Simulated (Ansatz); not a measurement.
Ansatz (a program for electronic structure) input (CCSD(T)/def2-SVPD):

Ansatz 0.2 input:
```yaml
crystal:
  periodic: [false, false, false]
  atoms:
    - {symbol: Al, position_ang: [0.00000000, 0.00000000, 0.00000000]}
    - {symbol: I, position_ang: [-0.00000000, -0.00000000, -2.36949799]}
    - {symbol: I, position_ang: [0.00000000, 0.00000000, 2.36949799]}
basis:
  gaussian:
    orbitals: def2-SVPD
total_charge: 1
magnetization: {spin_polarized: false}
correlation: {method: ccsd_t, electrons: outside_noble_gas}
output: {forces: true}
```

Output:

```
Functional definition: HF
integrals: 0.13 GiB planned
1096 factors; integrals over basis functions are off by at most 2.5e-4 eV
mean field: 0.45 GiB planned
mean field evaluation 1: about -22719.9415 eV, gradient 1.8e1 eV
mean field evaluation 2: about -22720.0440 eV, gradient 1.8e1 eV
mean field evaluation 4: about -22721.3555 eV, gradient 1.2e0 eV
mean field evaluation 8: about -22721.3748 eV, gradient 4.6e-5 eV
mean field evaluation 16: about -22721.1855 eV, gradient 1.2e0 eV
mean field -22721.37478734 eV, -834.9951223337 hartree, gradient 2.9e-6 eV, S^2 0.000000; 0 other end points of the search recorded, 0 dependent functions left out
23 core orbitals not correlated
reference -22721.37478734 eV, -834.9951223337 hartree; 8, 8 occupied and 63, 63 virtual orbitals, 1096 factors
densities: 0.34 GiB planned
second order -6.57130810 eV of doubles, -0.00000000 eV of singles
coupled cluster: 0.24 GiB planned
cycle   1  -6.96715894 eV  change   -4.0e-1 eV  update   8.3e-2
cycle   2  -7.14261365 eV  change   -1.8e-1 eV  update   2.5e-2
cycle   3  -7.18650315 eV  change   -4.4e-2 eV  update   1.5e-2
cycle   4  -7.18346688 eV  change    3.0e-3 eV  update   3.5e-3
cycle   5  -7.18223077 eV  change    1.2e-3 eV  update   1.0e-3
cycle   6  -7.18215305 eV  change    7.8e-5 eV  update   2.9e-4
cycle   7  -7.18215075 eV  change    2.3e-6 eV  update   9.0e-5
cycle   8  -7.18216570 eV  change   -1.5e-5 eV  update   2.9e-5
cycle   9  -7.18216350 eV  change    2.2e-6 eV  update   8.5e-6
cycle  10  -7.18216175 eV  change    1.7e-6 eV  update   2.5e-6
perturbative correction -0.26400197 eV, -0.0097018934 hartree
the calculation of the forces begins
Total energy: -22728.82095106 eV, -835.2687638031 hartree
Atom 0 at     0.000000     0.000000     0.000000 Å, force     0.000000    -0.000000    -0.000000 eV/Å
Atom 1 at    -0.000000    -0.000000    -2.369498 Å, force     0.000000    -0.000000    -0.146489 eV/Å
Atom 2 at     0.000000     0.000000     2.369498 Å, force    -0.000000    -0.000000     0.146489 eV/Å
Dipole moment:    -0.000000     0.000000     0.000000 e Å
```
